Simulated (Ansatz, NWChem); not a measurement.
**How methods differ on CH5FOSn (SMILES [CH3][SnH]([OH])[F])**

The species is CH5FOSn (9 atoms), meant as a singlet with charge 0. As SMILES, `[CH3][SnH]([OH])[F]`. Geometry: relaxed at PBE0-D4/def2-TZVP. This is one conformer, not always the lowest.

```xyz
9

C    -0.3480    1.3209   -0.1726
Sn   -0.2712   -0.7574    0.2376
O     1.5274   -1.3464    0.7250
F    -0.6132   -1.5960   -1.4646
H    -1.3617    1.6034   -0.4558
H    -0.0436    1.8854    0.7085
H     0.3298    1.5391   -0.9976
H    -1.3087   -1.4770    1.3718
H     2.1777   -1.2184    0.0306
```

Each level gives the electronic atomisation energy (eV). The values are calculated. Electronic energies at fixed atoms, without zero-point motion or spin-orbit coupling.

| level | kind | program | value (eV) | CPU time (all runs) |
| --- | --- | --- | --- | --- |
| PBE/def2-SVP (core potential) | GGA | NWChem | 31.39 | 34 s |
| B3LYP/def2-SVP (core potential) | global hybrid | NWChem | 30.63 | 28 s |
| BHLYP/def2-SVP (core potential) | global hybrid | Ansatz | 29.59 | 13 s |
| M06-2X/def2-SVP (core potential) | hybrid meta-GGA | NWChem | 30.67 | 38 s |
| wB97M-V/def2-SVP (core potential) | range-separated hybrid | Ansatz | 31.36 | 2.1 min |
| wB97X/def2-SVP (core potential) | range-separated hybrid | Ansatz | 31.21 | 45 s |
| PBE-QIDH/def2-SVP (core potential) | double hybrid | Ansatz | 30.27 | 17 s |
| RPA@PBE/def2-SVP (core potential) | RPA | Ansatz | 27.96 | 24 s |

The values span 27.96 to 31.39 eV. Times are those of the runs behind each value, whatever else they computed, on shared processors of several kinds: orders of magnitude only.
